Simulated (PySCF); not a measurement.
Spin states of CuSe

Unrestricted PBE0; basis Cu x2c-TZVPPall, Se x2c-TZVPPall; spin-free X2C with a Gaussian nucleus; PySCF 2.14. Outer shells of the fragments: Cu 3d10 4s1; Se 3d10 4s2 4p4.

Followed along the bond (rough minima from three points):

```
2Ms+1   unpaired  ⟨S²⟩ at the start  R at minimum (Å)  Te (eV)
    2        π ↑               0.76              2.18     0.00
    4  σ ↑, π ↑↑               3.76              2.26     1.73
    2        σ ↑               0.76  none in the scan   ≤ 1.53
```

Solutions found at the starting distance of 2.250 Å, counted from the lowest of them; the search is not exhaustive and high or unbound solutions are not listed, so other states can lie among these:

```csv
2Ms+1,unpaired,term,E (eV),⟨S²⟩,⟨Lz²⟩,μ (D)
2,π ↑,²Π,0.00,0.76,1.01,-3.80
2,σ ↑,²Σ⁺,1.52,0.76,0.00,-5.25
4,"σ ↑, π ↑↑",⁴Σ⁻,1.71,3.76,0.00,1.73
2,"σ ↓, π ↑↑",mixed,1.88,1.76,0.00,1.78
2,"σ ↑, π ↑↓",mixed,2.10,1.76,2.02,1.62
4,"σ ↑↑, π ↑",⁴Π,2.23,3.76,1.02,-0.54
2,δ ↑,²Δ,2.83,0.76,4.00,-5.12
4,"σ ↑, π ↑, δ ↑",mixed,3.01,3.76,5.01,-1.39
2,σ ↑,mixed,3.03,0.75,2.01,1.33
4,"σ ↑, π ↑, δ ↑",mixed,3.04,3.76,5.01,-1.39
```

A term symbol is given only where ⟨S²⟩ and ⟨Lz²⟩ are close to those of a pure state; real π, δ and φ orbitals otherwise mix terms. A positive dipole means Cu(−)Se(+).

Spin–orbit coupling is left out. Counting both spins, an empty level lies below a filled one in some of these solutions, because spin and occupation are held. The state is the lowest single determinant that the PBE0 search found; with open d or f shells the true ground state can be another one.
